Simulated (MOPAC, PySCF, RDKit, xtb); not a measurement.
Pair of molecules: CH4O (SMILES CO) (first 6 atoms) with CH2O2 (SMILES O=CO); geometry from B3LYP-D3(BJ)/def2-TZVP, rigid monomers moved along the line of their centres of mass till O2···H11 is 1.58 Å.
(charge 0, multiplicity 1):
```xyz
11

C     -0.18960    -0.35027     0.18299
O      0.48930    -0.80552     1.35223
H     -0.90401     0.44544     0.41406
H     -0.72878    -1.20179    -0.22782
H      0.51964     0.01102    -0.56554
H      0.93740    -0.05470     1.77985
O      0.81917     0.85092     3.39333
C      0.00877     0.21679     4.03063
O     -0.64697    -0.85091     3.60512
H     -0.27525     0.47028     5.05976
H     -0.35860    -1.04220     2.66891
```

Interaction energies are E(AB) − E(A) − E(B) at the monomers' geometry in the complex; basis-set methods are counterpoise corrected. Rows marked so take none.

Rows in STO-3G carry no dispersion term and start afresh at each structure. The state that AM1 reach isn't checked.

Programs: MOPAC for AM1 (differences of heats of formation); PySCF for STO-3G rows; RDKit for the force fields; xtb for the GFN methods. Values without a source in brackets are computed.

### Question
One of these levels gives -11.85 kcal/mol for the interaction energy. Name it.
A. AM1
B. HF/STO-3G (no counterpoise)
C. MMFF94
D. GFN-FF

### Answer
B, HF/STO-3G (no counterpoise). The others give -9.29 (MMFF94), -5.19 (GFN-FF), 4.02 (AM1)
